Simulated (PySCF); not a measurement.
ErO at UHF

Level: UHF. Er x2c-SVPall, O x2c-SVPall; spin-free X2C with a Gaussian nucleus (PySCF 2.14).

* state: quintet, about 11.1 electrons in the 4f shell (Mulliken), real f orbitals that mix terms
* bond length: 3.395 bohr
* harmonic wavenumber: 894 cm⁻¹
* force constant: 6.87 mdyn/Å
* rotational constant Be: 0.3580 cm⁻¹
* anharmonicity ωexe: 2.26 cm⁻¹
* vibration–rotation constant αe: 0.00129 cm⁻¹
* bond order (Mayer): 2.09
* dipole moment (positive dipole means Er(−)O(+)): -5.91 D

These are scalar-relativistic numbers at best; spin–orbit coupling would shift them, the dissociation energy most. Hartree–Fock leaves out correlation, which carries a large part of most bond energies and some tenths to 1 eV of ionisation energies. With d or f electrons several states lie close, and the lowest PBE0 determinant need not be the measured ground state.
